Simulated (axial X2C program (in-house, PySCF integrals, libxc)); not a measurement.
## Levels of ZrP by electron attachment to ZrP⁺ (EOM-EA-CCSD)

Calculated with an axial X2C code built on PySCF integrals: two-component X2C with atomic mean-field Coulomb and Gaunt terms, Gaussian nuclei, basis Zr dyall-acv3z, P dyall-av3z with contracted cores.

R = 2.272 Å (1.045 times 2.174 Å, the PBE0 minimum at charge 0 for the lowest determinant).

Levels of ZrP obtained by attaching an electron to ZrP⁺:

```json
{"Ω": "1/2", "binding energy (eV)": "6.633", "above lowest (cm⁻¹)": "0", "attached spinor": "51% Zr sσ, 26% Zr dσ, 9% P pσ", "one-particle weight": "0.95"}
{"Ω": "3/2", "binding energy (eV)": "5.830", "above lowest (cm⁻¹)": "6476", "attached spinor": "95% Zr dδ", "one-particle weight": "0.93"}
{"Ω": "5/2", "binding energy (eV)": "5.771", "above lowest (cm⁻¹)": "6947", "attached spinor": "96% Zr dδ", "one-particle weight": "0.93"}
{"Ω": "1/2", "binding energy (eV)": "4.914", "above lowest (cm⁻¹)": "13861", "attached spinor": "45% Zr pπ, 31% Zr dπ, 18% P pπ", "one-particle weight": "0.95"}
{"Ω": "3/2", "binding energy (eV)": "4.833", "above lowest (cm⁻¹)": "14520", "attached spinor": "47% Zr pπ, 26% Zr dπ, 22% P pπ", "one-particle weight": "0.95"}
{"Ω": "1/2", "binding energy (eV)": "4.520", "above lowest (cm⁻¹)": "17037", "attached spinor": "45% Zr pσ, 37% Zr dσ, 9% P pσ", "one-particle weight": "0.95"}
{"Ω": "1/2", "binding energy (eV)": "2.762", "above lowest (cm⁻¹)": "31222", "attached spinor": "31% Zr pπ, 31% Zr dπ, 17% P pπ", "one-particle weight": "0.94"}
{"Ω": "3/2", "binding energy (eV)": "2.693", "above lowest (cm⁻¹)": "31774", "attached spinor": "31% Zr dπ, 31% Zr pπ, 18% P pπ", "one-particle weight": "0.94"}
{"Ω": "1/2", "binding energy (eV)": "2.142", "above lowest (cm⁻¹)": "36218", "attached spinor": "84% Zr sσ, 9% Zr pσ", "one-particle weight": "0.98"}
```

**Question.** Take the first Ω = 1/2 and Ω = 3/2 rows of π character: how far apart are they, and which lies lower?

**Answer.** E(3/2) − E(1/2) = 14520 − 13861 = 659 cm⁻¹ at EOM-EA-CCSD: regular, Ω = 1/2 lower. Splittings at this level can be off by ten to twenty per cent.

This point took 26 s on 1 thread of Arm Neoverse V2, on a shared host.

Reference electrons by ω block (each with its −ω partner): 1/2: 19, 3/2: 7, 5/2: 1. 16 electrons of ZrP⁺ correlated (inner shells frozen), 88 natural virtual spinors (a truncated set); levels can be off by some tenths of an eV. Roots sought by Ω: (1/2: 5, 3/2: 4, 5/2: 2, 7/2: 1); rows need 60 % one-particle weight and stop where some Ω has no more roots. Missing are any skipped roots, higher Ω and states of a further excitation; these come out far too high here and may in truth be low or lowest. T1 of the reference 0.039 (Lee–Taylor). The reference was not checked to be the lowest state of its species. Number of frozen shells: Zr 3 s, 2 p, 1 d; P 2 s, 1 p. Large amplitudes in the reference (orbital relaxation or multireference character) lower the reliability.
